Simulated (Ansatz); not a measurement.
`[CH3][Ga]([F])[Br]` + H₂O → `[OH][Ga]([F])[Br]` + CH₄  (formal hydrolysis of a Ga–C bond)

Calculated with Ansatz (gas phase, PBE0-D4/def2-TZVP geometries, no zero-point term in ΔE). CBS: MP2 limit from def2 TZ/QZ plus the TZ coupled-cluster correction, frozen cores. This one scheme is used for every species. DFT in def2-TZVPP. HSE06 is defined as in plane-wave codes. For Br, Ga outer-core shells are correlated without core-valence functions, which leaves a few kJ/mol of doubt a bond. Scalar relativity is left out up to krypton. Each species was taken in one conformer, which may not be the lowest.

```csv
level,ΔE (kJ/mol),difference from CCSD(T)/CBS
LDA (SPW92),-43.2,1.7
r2SCANh-D4,-52.9,-8.0
BHLYP-D4,-53.0,-8.1
B2PLYP,-56.3,-11.4
revPBE,-48.7,-3.8
BLYP,-55.1,-10.2
r2SCAN,-54.8,-9.9
r2SCAN0,-51.7,-6.8
HSE06,-46.6,-1.7
CAM-B3LYP,-54.8,-9.9
MP2/def2-SVP,-71.1,-26.2
CCSD/def2-SVP,-68.9,-24.0
CCSD(T)/def2-SVP,-69.5,-24.6
SCS-MP2/def2-TZVPP,-58.4,-13.5
HF/def2-QZVPP,-63.7,-18.8
MP2/CBS(def2),-45.5,-0.6
CCSD(T)/CBS,-44.9,0
```

Largest T1 diagnostic among the species: 0.012.

From r2SCAN to r2SCAN0 (25 % exact exchange), in def2-TZVPP and without D4, ΔE moves by +3.1 kJ/mol. In def2-TZVPP, CCSD(T) changes the Hartree–Fock value by +9.3 kJ/mol (the triples alone add +0.0 kJ/mol) and MP2 by +8.7 kJ/mol. Leaving LDA and LC-ωPBE aside and taking each functional with its dispersion term where it has one, the values, not all of them listed here, spread over 12.8 kJ/mol, from B97M-V to PBE0-D4. LDA lies +4.3 kJ/mol from PBE without D4.

CCSD(T)/CBS has its own doubt, a few kJ/mol and more with outer-core shells, so smaller differences from it don't rank the levels.
